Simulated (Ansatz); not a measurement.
The same path of CH₆BNOSi (11 atoms, charge 0, multiplicity 1) was run twice with different band settings. The coordinate that changes most is the dihedral O3–Si4–N5–H10.

The calculation used RKS r2SCAN-D4/def2-SVP in Ansatz 0.2.0.

Relaxed end points:

```xyz
11
Properties=species:S:1:pos:R:3
C -1.333 -1.743 0.459
B -0.351 -0.538 0.460
O 0.906 -0.377 0.912
Si 0.423 1.195 0.163
N 1.284 1.709 -1.223
H -2.278 -1.475 0.961
H -0.898 -2.623 0.959
H -1.604 -2.018 -0.574
H 0.618 2.244 1.199
H 2.094 2.318 -1.172
H 1.204 1.250 -2.123
```

```xyz
11
Properties=species:S:1:pos:R:3
C -1.335 -1.742 0.457
B -0.353 -0.537 0.459
O 0.901 -0.373 0.917
Si 0.420 1.197 0.160
N 1.290 1.708 -1.222
H -2.277 -1.475 0.965
H -0.898 -2.624 0.953
H -1.612 -2.014 -0.575
H 0.609 2.248 1.194
H 1.219 1.242 -2.120
H 2.102 2.314 -1.166
```

Common settings: climbing image yes; spring 5.0 eV/Å²; optimiser quadratic models (default); start path IDPP; force threshold 0.03 eV/Å; iteration limit 60; end points relaxed.

| run | movable images |
| --- | --- |
| 1 | 9 |
| 2 | 1 |

Problem. What does each run give, and how far can it be trusted?

Solution. Run 1: converged after 10 iterations, highest image 0.270 eV above the first end. A vibrational analysis at the climbing image gives one clearly imaginary mode, 295i cm⁻¹: a first-order saddle point.
Run 2: converged after 8 iterations, highest image 0.270 eV above the first end. The dihedral O3–Si4–N5–H10 jumps by 99° between images 0 and 1, so the path isn't resolved there. Another band between the same ends (9 images) ends at a top of the same energy, where a vibrational analysis finds 1 clearly imaginary mode. So few images can step over the top or miss a turn of the path.
